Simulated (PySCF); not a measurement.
**Electron correlation in K+ (potassium, charge +1)**

[Ar], closed-shell 1S. All numbers are calculated (PySCF 2.14, no relativity, point nucleus, in def2-SVP). Frozen: [Ne] 3s2; 6 electrons correlated.

Total MP2 correlation energy: -39.75 mhartree.

Same-spin part -12.37 and opposite-spin part -27.38 mhartree; SCS-MP2 scales them by 1/3 and 6/5 to -36.98 mhartree.

| level | correlation energy (mhartree) |
| --- | --- |
| CCSD | -44.45 |
| (T) | -0.04 |
| CCSD(T) | -44.49 |

Diagnostics: T1 = 0.0010, D1 = 0.0014, largest double amplitude 0.023.

Cost of the coupled-cluster step: 0.09 s of wall time on 1 thread of Neoverse-N1 (shared host), for 6 correlated electrons.
